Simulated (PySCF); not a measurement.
Species: C₄H₆F₄O₂.
Structure used (PBE0-D3(BJ)/def2-SVP), in Å, numbered top down from 1:
```xyz
16
C4H6F4O2 angstrom
C      2.180   -0.239   -0.555
O      1.605    0.624    0.398
C      0.794   -0.004    1.311
O     -0.371   -0.545    0.718
C     -1.235    0.381    0.218
F     -2.081    0.843    1.184
C     -2.072   -0.292   -0.864
F     -1.280   -0.678   -1.867
F     -2.715   -1.353   -0.401
F     -2.965    0.567   -1.348
H      1.410   -0.736   -1.168
H      2.819    0.372   -1.205
H      2.800   -1.014   -0.068
H      0.522    0.746    2.071
H      1.285   -0.870    1.787
H     -0.710    1.248   -0.222
```

All values: CAM-B3LYP/def2-SVPD (PySCF, non-relativistic), on one gas-phase PBE0-D3(BJ)/def2-SVP geometry that isn't relaxed in the solvent. The solvent is an IEF-PCM continuum (Bondi radii, 1.10 Å for H, scaled by 1.2), and excitations are vertical TDDFT with non-equilibrium linear response and a frozen core. Only the electrostatic response of the medium enters.

Gas-phase singlets (H = HOMO, L = LUMO):

```json
{"state": "S1", "E (eV)": "8.126", "λ (nm)": "153", "f": "0.007", "leading configuration": "H→L 85%"}
{"state": "S2", "E (eV)": "8.828", "λ (nm)": "140", "f": "0.057", "leading configuration": "H→L+1 80%"}
{"state": "S3", "E (eV)": "8.985", "λ (nm)": "138", "f": "0.032", "leading configuration": "H-1→L 69%"}
{"state": "S4", "E (eV)": "9.058", "λ (nm)": "137", "f": "0.019", "leading configuration": "H→L+2 58%"}
{"state": "S5", "E (eV)": "9.253", "λ (nm)": "134", "f": "0.026", "leading configuration": "H-2→L 43%"}
```

Problem. What are the lowest 5 singlets in acetone (ε = 20.49)?

Solution. 
```json
{"state": "S1", "E (eV)": "8.091", "λ (nm)": "153", "f": "0.004", "leading configuration": "H→L 66%", "change by rank (eV)": "-0.035"}
{"state": "S2", "E (eV)": "8.797", "λ (nm)": "141", "f": "0.063", "leading configuration": "H→L+1 72%", "change by rank (eV)": "-0.031"}
{"state": "S3", "E (eV)": "8.971", "λ (nm)": "138", "f": "0.023", "leading configuration": "H-1→L 66%", "change by rank (eV)": "-0.014"}
{"state": "S4", "E (eV)": "9.087", "λ (nm)": "136", "f": "0.034", "leading configuration": "H→L+3 64%", "change by rank (eV)": "+0.029"}
{"state": "S5", "E (eV)": "9.163", "λ (nm)": "135", "f": "0.037", "leading configuration": "H→L+2 28%", "change by rank (eV)": "-0.090"}
```

Problem. What are the lowest 5 singlets in dimethylsulfoxide (ε = 46.83)?

Solution. 
```tsv
state	E (eV)	λ (nm)	f	leading configuration	change by rank (eV)
S1	8.086	153	0.004	H→L 65%	-0.040
S2	8.790	141	0.066	H→L+1 70%	-0.038
S3	8.966	138	0.024	H-1→L 65%	-0.019
S4	9.084	136	0.035	H→L+3 64%	+0.026
S5	9.154	135	0.040	H→L+2 29%	-0.099
```

Problem. The ground-state energy changes by -0.236 eV from gas to dimethylsulfoxide. By how much does the total energy of gas-phase S1 change?

Solution. E(S1) = E(S0) + excitation energy, so it changes by -0.236 − 0.040 = -0.276 eV: it is lowered more than the ground state, which is what a red shift means. This is the vertical state, with the slow part of the continuum still set for S0.

Problem. How do the frontier levels move from gas to dimethylsulfoxide?

Solution. 
| orbital | gas (eV) | solvent (eV) | change (eV) | Löwdin shares, gas | Löwdin shares, solvent |
| --- | --- | --- | --- | --- | --- |
| LUMO+2 | 1.76 | 1.90 | +0.14 | O2 13 %, H15 13 %, O4 9 %, F10 8 % | O2 15 %, C1 12 %, F10 12 %, F9 10 % |
| LUMO+1 | 1.65 | 1.87 | +0.22 | O2 12 %, C1 11 %, F6 11 %, H13 9 % | F8 16 %, F6 13 %, O2 10 %, O4 9 % |
| LUMO | 1.09 | 1.29 | +0.20 | C1 19 %, C3 13 %, O2 9 %, C5 7 % | C1 11 %, C5 11 %, C7 11 %, C3 9 % |
| HOMO | -10.19 | -9.84 | +0.35 | O2 58 %, C1 13 %, H11 6 %, O4 6 % | O2 57 %, C1 14 %, H13 6 %, H11 6 % |
| HOMO-1 | -10.98 | -10.70 | +0.28 | O2 33 %, O4 20 %, C3 10 %, C1 8 % | O2 34 %, O4 18 %, C3 11 %, C1 10 % |
| HOMO-2 | -11.22 | -11.03 | +0.19 | O4 60 %, C3 9 %, F6 7 %, O2 6 % | O4 57 %, C3 10 %, O2 7 %, F6 6 % |
| HOMO-3 | -12.06 | -11.94 | +0.12 | F6 22 %, C5 16 %, O2 10 %, C7 9 % | F6 19 %, C5 16 %, O4 10 %, O2 9 % |

The HOMO–LUMO gap goes from 11.28 to 11.13 eV. Rows go by rank; for LUMO+1 and LUMO+2 the atom shares or the degeneracy differ between the runs, so the row needn't follow one orbital.

On one thread, Arm Neoverse V1, on a shared host, this took 1.7 min. This is the whole response run at CAM-B3LYP/def2-SVPD in dimethylsulfoxide, SCF included.
